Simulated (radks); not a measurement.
Question: Zr V, 36 electrons, occupied as [Ar] 3d10 4p6 4f2 (not the ground configuration). Method: Dirac Kohn-Sham, OLYP, spin-unpolarised, spherical densities, point nucleus; open shells fill j = l - 1/2 first; computed with a radial shooting solver on a logarithmic mesh with Libxc functionals. Some entries of the table are withheld. Estimate them.

orbital  occ.  eigenvalue (eV)  <r^2> (bohr^2)  <r> (bohr)
1s1/2       2        -17881.08        0.001853     0.03707
2s1/2       2        -2535.319         0.03109         (1)
2p1/2       2        -2326.779         0.02359      0.1386
2p3/2       4        -2240.914         0.02497      0.1430
3s1/2       2        -468.2163          0.2395      0.4570
3p1/2       2              (2)          0.2394      0.4532
3p3/2       4              (3)          0.2502      0.4635
3d3/2       4              (4)          0.2406      0.4465
3d5/2       6              (5)          0.2442      0.4500
4s1/2       0        -108.8830           1.503       1.155
4p1/2       2         -86.5437           1.755       1.244
4p3/2       4         -84.4056           1.818       1.267
4d3/2       0              (6)             (7)       1.543
4d5/2       0              (8)             (9)       1.551
5p1/2       0             (10)           9.096       2.851
5p3/2       0             (11)           9.361       2.893
4f5/2       2         -21.9187           7.774       2.573
4f7/2       0         -21.9121           7.781       2.575
5f5/2       0         -13.0485           32.10       5.286
5f7/2       0         -13.0455           32.12       5.287

Answer: 
(1) 2s1/2 <r> (bohr): 0.1623
(2) 3p1/2 eigenvalue (eV): -390.5022
(3) 3p3/2 eigenvalue (eV): -376.7333
(4) 3d3/2 eigenvalue (eV): -239.8964
(5) 3d5/2 eigenvalue (eV): -237.3594
(6) 4d3/2 eigenvalue (eV): -50.2345
(7) 4d3/2 <r^2> (bohr^2): 2.744
(8) 4d5/2 eigenvalue (eV): -49.9513
(9) 4d5/2 <r^2> (bohr^2): 2.771
(10) 5p1/2 eigenvalue (eV): -31.3373
(11) 5p3/2 eigenvalue (eV): -30.8634
